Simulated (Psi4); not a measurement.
Internal rotation in C8H7Cl, SMILES c1(c(cccc1)C=C)Cl. Scanned: dihedral C1–C2–C3–C4; all other coordinates were relaxed at GFN2-xTB. Points at φ and −φ are mirror images.

Geometry of the scan point at 20° (Å):
```
16

C      2.7524    -0.5828     0.1824
C      1.8502     0.3902     0.1909
C      0.4075     0.2158     0.0626
C     -0.2141    -1.0077     0.3213
C     -1.5805    -1.1654     0.2048
C     -2.3729    -0.0945    -0.1752
C     -1.7885     1.1318    -0.4353
C     -0.4174     1.2808    -0.3148
Cl     0.2572     2.8373    -0.6705
H      3.8024    -0.3700     0.2855
H      2.4912    -1.6199     0.0558
H      2.1810     1.4155     0.2866
H      0.3922    -1.8427     0.6359
H     -2.0308    -2.1240     0.4143
H     -3.4420    -0.2097    -0.2672
H     -2.3917     1.9759    -0.7320
```

Method: PBE-D3(BJ)/def2-SVP // GFN2-xTB (Psi4 1.11).

Scanned values (°): -160, -140, -120, -100, -80, -60, -40, -20, 0, 20, 40, 60, 80, 100, 120, 140, 160, 180.

Question: Locate the minima and the barriers on this grid.

Answer: Lower than their neighbours: 0° (0.0 mEh), 180° (3.0 mEh). Higher than their neighbours: -100° (8.4 mEh), 100° (8.4 mEh). The whole profile spans 8.4 mEh.
